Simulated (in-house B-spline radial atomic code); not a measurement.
## Solving the quasi-particle equation for 6s of Tl II (Tl+)

Configuration [Xe] 4f14 5d10 6s2, start HSE06; correlation leaves out the 9 deepest shells. Computed with a B-spline radial code for spherical atoms: all electrons, scalar-relativistic (spin-free one-electron X2C), finite nucleus, each spin shell either full or empty, empty states to l = 9 with an (l + 1/2)⁻⁴ tail; G0W0 by contour deformation at full frequency.

At the mean-field level ε = -16.75 eV the matrix elements are Σx = -15.991 eV, v_xc = -13.921 eV and Σc(ε) = -2.169 eV, and the slope of the correlation self-energy is dΣc/dω = -0.0658. The quasi-particle energy solves E = ε + Σx − v_xc + Σc(E).

(1) What does the linearised equation give?

(2) How does that compare with the full solution and with static screening?

## Answers

(1) Z = 1/(1 − dΣc/dω) = 1/1.0658 = 0.9383. The first-order shift is Σx − v_xc + Σc(ε) = -15.991 − (-13.921) + (-2.169) = -4.239 eV, so E ≈ ε + Z × shift = -16.75 + 0.9383 × (-4.239) = -20.727 eV.

(2) Solving the equation at full frequency dependence gives E = -20.724 eV, where Σc = -1.904 eV and the weight is 0.935; the linearised value is off by 3 meV. Leaving Z out would give -20.989 eV. Static COHSEX puts -3.899 eV in place of Σc and gives -22.719 eV, 2.00 eV deeper. The tabulated removal energy is 20.428 eV (NIST, measured); the run leaves out spin-orbit coupling, Breit and QED terms.
